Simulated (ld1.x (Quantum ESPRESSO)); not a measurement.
**Building the ultrasoft potential for germanium (Ge) (PBE, scalar-relativistic).**

The input file (ld1.x (Quantum ESPRESSO) 7.5):

```
&input
   title='Ge', zed=32., rel=1, dft='PBE', iswitch=3,
   config='[Ar] 3d10 4s1.5 4p2.5',
   nld=3, rlderiv=2.00, eminld=-4.0, emaxld=5.0, deld=0.02
 /
 &inputp
   pseudotype=3, tm=.true., lloc=-2, rcloc=1.65,
   nlcc=.false.,
   which_augfun='PSQ', rmatch_augfun_nc=.true.,
   file_pseudopw='Ge.UPF', file_wfcaegen='ae.wfc', file_wfcncgen='nc.wfc', file_beta='beta', file_chi='chi', file_wfcusgen='us.wfc'
 /
6
4S  1  0   1.50   0.00  1.40  1.60  0.0
4S  1  0   0.00   2.10  1.40  1.60  0.0
4P  2  1   2.50   0.00  1.70  1.85  0.0
4P  2  1   0.00   5.05  1.70  1.85  0.0
3D  3  2  10.00   0.00  1.00  1.25  0.0
3D  3  2   0.00   1.65  1.00  1.25  0.0
 &test
   configts(1)='3d10 4s1.5 4p2.5'
 /
```

Command:

```bash
ld1.x < Ge.in > Ge.out
```

Resulting log (shortened: banner, matrices, multipoles, cross overlaps and the repeated all-electron block are left out):

```
Program LD1 v.7.5
     --------------------------- All-electron run ----------------------------

     Ge
     scalar relativistic calculation

     atomic number is 32.00
     dft =PBE   lsd =0 sic =0 latt =0  beta=0.20 tr2=1.0E-14
     Exchange-correlation= PBE
                           (   1   4   3   4   0   0   0)
     mesh =1207 r(mesh) = 100.41023 a.u. xmin = -7.00 dx = 0.01250
     1 Ry =  13.60569312 eV, c = 137.03599908

     n l     nl                  e(Ry)          e(Ha)          e(eV)
     1 0     1S 1( 2.00)      -805.6994      -402.8497    -10962.0984
     2 0     2S 1( 2.00)      -100.8902       -50.4451     -1372.6808
     2 1     2P 1( 6.00)       -88.1689       -44.0844     -1199.5984
     3 0     3S 1( 2.00)       -12.4510        -6.2255      -169.4047
     3 1     3P 1( 6.00)        -8.5649        -4.2825      -116.5319
     3 2     3D 1(10.00)        -2.2195        -1.1097       -30.1976
     4 0     4S 1( 1.50)        -0.8984        -0.4492       -12.2232
     4 1     4P 1( 2.50)        -0.3123        -0.1561        -4.2486

     final scf error:  2.9E-15 reached in  34 iterations

     Etot =   -4197.379471 Ry,   -2098.689735 Ha,  -57108.257003 eV

     Ekin =    4273.392475 Ry,    2136.696238 Ha,   58142.466613 eV
     Encl =  -10114.169657 Ry,   -5057.084829 Ha, -137610.288550 eV
     Eh   =    1802.335078 Ry,     901.167539 Ha,   24522.017978 eV
     Exc  =    -158.937367 Ry,     -79.468684 Ha,   -2162.453044 eV

     normalization and overlap integrals

     s(1S/1S) =  1.000000  <r> =   0.0470  <r2> =    0.0030  r(max) =   0.0309
     s(2S/2S) =  1.000000  <r> =   0.2100  <r2> =    0.0520  r(max) =   0.1754
     s(2P/2P) =  1.000000  <r> =   0.1837  <r2> =    0.0414  r(max) =   0.1418
     s(3S/3S) =  1.000000  <r> =   0.6242  <r2> =    0.4494  r(max) =   0.5402
     s(3P/3P) =  1.000000  <r> =   0.6469  <r2> =    0.4928  r(max) =   0.5402
     s(3D/3D) =  1.000000  <r> =   0.7353  <r2> =    0.6937  r(max) =   0.5012
     s(4S/4S) =  1.000000  <r> =   2.0997  <r2> =    5.0972  r(max) =   1.7277
     s(4P/4P) =  1.000000  <r> =   2.8388  <r2> =    9.6091  r(max) =   2.1908

     ------------------------ End of All-electron run ------------------------

     --------------------- Generating US pseudopotential ---------------------

      Generating local potential from pseudized AE potential:
      Matching radius rcloc =   1.6500
      Enforcing V''(0)=0 (lloc=-2)

      Local pseudo, rcloc= 1.664 Estimated cut-off energy=    11.51 Ry
      Wfc-us  4S rcutus= 1.583  Estimated cut-off energy=    17.16 Ry
      Wfc-us  4S rcutus= 1.583  Estimated cut-off energy=    21.91 Ry
      Wfc-us  4P rcutus= 1.839  Estimated cut-off energy=    21.48 Ry
      Wfc-us  4P rcutus= 1.839  Estimated cut-off energy=    36.09 Ry
      Wfc-us  3D rcutus= 1.264  Estimated cut-off energy=    74.12 Ry
      Wfc-us  3D rcutus= 1.264  Estimated cut-off energy=   134.13 Ry

     Q pseudized with Bessel functions
     Expected ecutrho=     480.6252 due to l1=  2   l2=  2

     ------------------- End of pseudopotential generation -------------------

     Computing logarithmic derivative in   1.99478
     Computing logarithmic derivative in   1.99478
     Computing the partial wave expansion
     R is outside the sphere for l=    0 j= 0.00
     R is outside the sphere for l=    0 j= 0.00
     R is outside the sphere for l=    1 j= 0.00
     R is outside the sphere for l=    1 j= 0.00
     R is outside the sphere for l=    2 j= 0.00
     R is outside the sphere for l=    2 j= 0.00

     ---------------------- Testing the pseudopotential ----------------------

     Ge
     scalar relativistic calculation

     atomic number is 32.00   valence charge is 14.00
     dft =PBE   lsd =0 sic =0 latt =0  beta=0.20 tr2=1.0E-14
     mesh =1207 r(mesh) = 100.41023 xmin = -7.00 dx = 0.01250

     n l     nl             e AE (Ry)        e PS (Ry)    De AE-PS (Ry)
     3 2     3D   1(10.00)       -2.21949       -2.21949        0.00000
     1 0     4S   1( 1.50)       -0.89839       -0.89839        0.00000
     2 1     4P   1( 2.50)       -0.31227       -0.31227        0.00000

     eps = 8.4E-15  iter =  4

     Etot =   -4197.379471 Ry,   -2098.689735 Ha,  -57108.257003 eV
     Etotps =  -187.145282 Ry,     -93.572641 Ha,   -2546.241276 eV

     Ekin =      54.691222 Ry,      27.345611 Ha,     744.111980 eV
     Encl =    -366.758187 Ry,    -183.379094 Ha,   -4989.999346 eV
     Ehrt =     169.768256 Ry,      84.884128 Ha,    2309.814798 eV
     Ecxc =     -22.985837 Ry,     -11.492918 Ha,    -312.738238 eV
     Epseu=     -21.860736 Ry,     -10.930368 Ha,    -297.430470 eV

     ---------------------- End of pseudopotential test ----------------------
```

Generation and configuration tests took about 1.9 s on one core of a shared server CPU.

Transferability test of the new file with ld1.x, input:

```
&input
   title='Ge', zed=32., rel=1, dft='PBE', iswitch=2,
   config='[Ar] 3d10 4s1.5 4p2.5'
 /
 &test
   file_pseudo='Ge.UPF', nconf=8,
   configts(1)='3d10 4s1.5 4p2.5',
   configts(2)='3d10 4s2 4p2',
   configts(3)='3d10 4s2 4p1',
   configts(4)='3d10 4s2 4p0',
   configts(5)='3d10 4s2 4p1.5',
   configts(6)='3d9 4s2 4p2',
   configts(7)='3d10 4s0 4p4',
   configts(8)='3d10 4s1 4p0'
 /
```

```bash
ld1.x < Ge.test.in > Ge.test.out
```

Pseudopotential blocks of its output, shortened (energy terms left out; the distinct warnings before each block abridged to one line each):

```
     ---------------------- Testing the pseudopotential ----------------------

     n l     nl             e AE (Ry)        e PS (Ry)    De AE-PS (Ry)
     3 2     3D   1(10.00)       -2.21949       -2.21949        0.00000
     1 0     4S   1( 1.50)       -0.89839       -0.89839        0.00000
     2 1     4P   1( 2.50)       -0.31227       -0.31227        0.00000

     eps = 8.3E-15  iter =  4

     Etot =   -4197.379471 Ry,   -2098.689735 Ha,  -57108.257003 eV
     Etotps =  -187.145282 Ry,     -93.572641 Ha,   -2546.241276 eV

     ---------------------- End of pseudopotential test ----------------------

          ---------------------- Testing the pseudopotential ----------------------

     n l     nl             e AE (Ry)        e PS (Ry)    De AE-PS (Ry)
     3 2     3D   1(10.00)       -2.15431       -2.15334       -0.00097
     1 0     4S   1( 2.00)       -0.86222       -0.86255        0.00033
     2 1     4P   1( 2.00)       -0.28630       -0.28628       -0.00002

     eps = 3.6E-15  iter = 10

     Etot =   -4197.669992 Ry,   -2098.834996 Ha,  -57112.209742 eV
     Etotps =  -187.435914 Ry,     -93.717957 Ha,   -2550.195519 eV
     dEtot_ae =      -0.290521 Ry
     dEtot_ps =      -0.290632 Ry,   Delta E=       0.000111 Ry

     ---------------------- End of pseudopotential test ----------------------

          ---------------------- Testing the pseudopotential ----------------------

     n l     nl             e AE (Ry)        e PS (Ry)    De AE-PS (Ry)
     3 2     3D   1(10.00)       -2.81637       -2.81568       -0.00069
     1 0     4S   1( 2.00)       -1.45956       -1.45986        0.00030
     2 1     4P   1( 1.00)       -0.82628       -0.82619       -0.00009

     eps = 8.9E-15  iter =  8

     Etot =   -4197.122869 Ry,   -2098.561434 Ha,  -57104.765750 eV
     Etotps =  -186.888757 Ry,     -93.444379 Ha,   -2542.751078 eV
     dEtot_ae =       0.256602 Ry
     dEtot_ps =       0.256525 Ry,   Delta E=       0.000078 Ry

     ---------------------- End of pseudopotential test ----------------------

          ---------------------- Testing the pseudopotential ----------------------

     n l     nl             e AE (Ry)        e PS (Ry)    De AE-PS (Ry)
     3 2     3D   1(10.00)       -3.61570       -3.61522       -0.00048
     1 0     4S   1( 2.00)       -2.14976       -2.14931       -0.00045
     2 1     4P   1( 0.00)       -1.45571       -1.45496       -0.00075

     eps = 3.4E-15  iter =  9

     Etot =   -4195.988126 Ry,   -2097.994063 Ha,  -57089.326796 eV
     Etotps =  -185.754188 Ry,     -92.877094 Ha,   -2527.314481 eV
     dEtot_ae =       1.391345 Ry
     dEtot_ps =       1.391094 Ry,   Delta E=       0.000251 Ry

     ---------------------- End of pseudopotential test ----------------------

          ---------------------- Testing the pseudopotential ----------------------

     n l     nl             e AE (Ry)        e PS (Ry)    De AE-PS (Ry)
     3 2     3D   1(10.00)       -2.46527       -2.46441       -0.00085
     1 0     4S   1( 2.00)       -1.14653       -1.14687        0.00034
     2 1     4P   1( 1.50)       -0.54268       -0.54264       -0.00003

     eps = 7.9E-15  iter =  9

     Etot =   -4197.464058 Ry,   -2098.732029 Ha,  -57109.407861 eV
     Etotps =  -187.229964 Ry,     -93.614982 Ha,   -2547.393435 eV
     dEtot_ae =      -0.084587 Ry
     dEtot_ps =      -0.084682 Ry,   Delta E=       0.000096 Ry

     ---------------------- End of pseudopotential test ----------------------

          Warning: convergence not achieved
     Warning: n=3, l=2 expected 0 nodes, found 1
     ---------------------- Testing the pseudopotential ----------------------

     n l     nl             e AE (Ry)        e PS (Ry)    De AE-PS (Ry)
     3 2     3D   1( 9.00)       -3.58009       -3.53782       -0.04227  !
     1 0     4S   1( 2.00)       -1.67091       -1.64531       -0.02560  !
     2 1     4P   1( 2.00)       -0.96867       -0.94342       -0.02525  !

     eps = 9.5E-03  iter =201

     Etot =   -4194.826643 Ry,   -2097.413321 Ha,  -57073.524006 eV
     Etotps =  -183.707824 Ry,     -91.853912 Ha,   -2499.472271 eV
     dEtot_ae =       2.552828 Ry
     dEtot_ps =       3.437458 Ry,   Delta E=      -0.884630 Ry

     ---------------------- End of pseudopotential test ----------------------

          ---------------------- Testing the pseudopotential ----------------------

     n l     nl             e AE (Ry)        e PS (Ry)    De AE-PS (Ry)
     3 2     3D   1(10.00)       -2.40106       -2.40398        0.00292
     1 0     4S   1( 0.00)       -0.99555       -0.99420       -0.00135
     2 1     4P   1( 4.00)       -0.38263       -0.38254       -0.00009

     eps = 4.2E-15  iter = 10

     Etot =   -4196.479660 Ry,   -2098.239830 Ha,  -57096.014458 eV
     Etotps =  -186.246298 Ry,     -93.123149 Ha,   -2534.009976 eV
     dEtot_ae =       0.899810 Ry
     dEtot_ps =       0.898984 Ry,   Delta E=       0.000827 Ry

     ---------------------- End of pseudopotential test ----------------------

          ---------------------- Testing the pseudopotential ----------------------

     n l     nl             e AE (Ry)        e PS (Ry)    De AE-PS (Ry)
     3 2     3D   1(10.00)       -4.63739       -4.63826        0.00087
     1 0     4S   1( 1.00)       -2.97339       -2.96725       -0.00614  !
     2 1     4P   1( 0.00)       -2.20993       -2.20514       -0.00479

     eps = 7.7E-17  iter =  9

     Etot =   -4193.431031 Ry,   -2096.715516 Ha,  -57054.535744 eV
     Etotps =  -183.199547 Ry,     -91.599773 Ha,   -2492.556812 eV
     dEtot_ae =       3.948440 Ry
     dEtot_ps =       3.945735 Ry,   Delta E=       0.002704 Ry

     ---------------------- End of pseudopotential test ----------------------
```
